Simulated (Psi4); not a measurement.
C2H5 (SMILES [CH2-]C), charge -1, singlet, at a GFN2-xTB geometry (a gas-phase anion, which may not be bound at this level); B3LYP/pcseg-1 (Psi4).

Psi4 was given this input:
```
memory 2 GB

molecule mol {
-1 1
C    -0.010306    0.120392    0.842392
C     0.007773    0.030426   -0.681039
H    -0.900603   -0.502183    1.184667
H     0.877217   -0.494407    1.205306
H     0.017890   -0.994146   -1.166430
H    -0.873090    0.539050   -1.106087
H     0.893784    0.546778   -1.085575
}

set {
  basis pcseg-1
  reference rks
}

energy('b3lyp')
print_variables()
```

Q: Write the output that Psi4 gives for this input, abridged.

A: 
```
   => Loading Basis Set <=

    Name: PCSEG-1
    Role: ORBITAL
    Keyword: BASIS

         ---------------------------------------------------------
                                   SCF
               by Justin Turney, Rob Parrish, Andy Simmonett
                          and Daniel G. A. Smith
                              RKS Reference
         ---------------------------------------------------------

  ==> Geometry <==

    Molecular point group: c1
    Full point group: C1

    Geometry (in Angstrom), charge = -1, multiplicity = 1:

       Center              X                  Y                   Z               Mass
    ------------   -----------------  -----------------  -----------------  -----------------
         C           -0.009786732457     0.089474158614     0.809314507745    12.000000000000
         C            0.008292267543    -0.000491841386    -0.714116492255    12.000000000000
         H           -0.900083732457    -0.533100841386     1.151589507745     1.007825032230
         H            0.877736267543    -0.525324841386     1.172228507745     1.007825032230
         H            0.018409267543    -1.025063841386    -1.199507492255     1.007825032230
         H           -0.872570732457     0.508132158614    -1.139164492255     1.007825032230
         H            0.894303267543     0.515860158614    -1.118652492255     1.007825032230

  Running in c1 symmetry.

  Rotational constants: A =      3.11619  B =      0.73389  C =      0.70554 [cm^-1]
  Rotational constants: A =  93421.12187  B =  22001.44505  C =  21151.58291 [MHz]
  Nuclear repulsion =   36.257730675133850

  Charge       = -1
  Multiplicity = 1
  Electrons    = 18
  Nalpha       = 9
  Nbeta        = 9

  ==> Algorithm <==

  SCF Algorithm Type is DF.
  DIIS enabled.
  MOM disabled.
  Fractional occupation disabled.
  Guess Type is SAD.
  Energy threshold   = 1.00e-06
  Density threshold  = 1.00e-06
  Integral threshold = 1.00e-12

  ==> Primary Basis <==

  Basis Set: PCSEG-1
    Blend: PCSEG-1
    Number of shells: 27
    Number of basis functions: 53
    Number of Cartesian functions: 55
    Spherical Harmonics?: true
    Max angular momentum: 2

  ==> DFT Potential <==

   => LibXC <=

    Version 7.1.2
    S. Lehtola, C. Steigemann, M. J. T. Oliveira, and M. A. L. Marques,  SoftwareX 7, 1–5 (2018) (10.1016/j.softx.2017.11.002)

   => Composite Functional: B3LYP <=

    B3LYP Hyb-GGA Exchange-Correlation Functional

[...]
   @DF-RKS iter   4:   -79.10580487022760   -3.19973e-02   2.79541e-03 ADIIS/DIIS
   @DF-RKS iter   5:   -79.11703871058020   -1.12338e-02   5.03186e-04 ADIIS/DIIS
   @DF-RKS iter   6:   -79.11740305388305   -3.64343e-04   4.36332e-05 DIIS
   @DF-RKS iter   7:   -79.11740681425907   -3.76038e-06   5.30108e-06 DIIS
   @DF-RKS iter   8:   -79.11740689564992   -8.13909e-08   1.47153e-06 DIIS
   @DF-RKS iter   9:   -79.11740690197264   -6.32272e-09   3.77924e-07 DIIS
  Energy and wave function converged.

  ==> Post-Iterations <==

   Electrons on quadrature grid:
      Ntotal   =   18.0000130923 ; deviation = 1.309e-05

    Orbital Energies [Eh]
    ---------------------

    Doubly Occupied:

[...]
    Virtual:

[...]
    Final Occupation by Irrep:
              A
    DOCC [     9 ]
    NA   [     9 ]
    NB   [     9 ]

  @DF-RKS Final Energy:   -79.11740690197264

   => Energetics <=

    Nuclear Repulsion Energy =             36.2577306751338497
    One-Electron Energy =                -181.1555602894996468
    Two-Electron Energy =                  76.2053253714434788
    DFT Exchange-Correlation Energy =     -10.4249026590503178
    Empirical Dispersion Energy =           0.0000000000000000
    VV10 Nonlocal Energy =                  0.0000000000000000
    Total Energy =                        -79.1174069019726431

Computation Completed

Properties will be evaluated at   0.000000,   0.000000,   0.000000 [a0]

Properties computed using the SCF density matrix

 Multipole Moments:

 ------------------------------------------------------------------------------------
     Multipole            Electronic (a.u.)      Nuclear  (a.u.)        Total (a.u.)
 ------------------------------------------------------------------------------------

 L = 1.  Multiply by 2.5417464519 to convert [e a0] to [Debye]
 Dipole X            :         -0.0016465            0.0166816            0.0150352
 Dipole Y            :          0.5986056           -0.9932463           -0.3946407
 Dipole Z            :         -0.0838411           -1.0626277           -1.1464688
 Magnitude           :                                                    1.2125832

 ------------------------------------------------------------------------------------

  Variable Map:
  ----------------------------------------------------------------------------
[...]
  Array Variable Map:
  ----------------------------------------------------------------------------
[...]
[...]
```
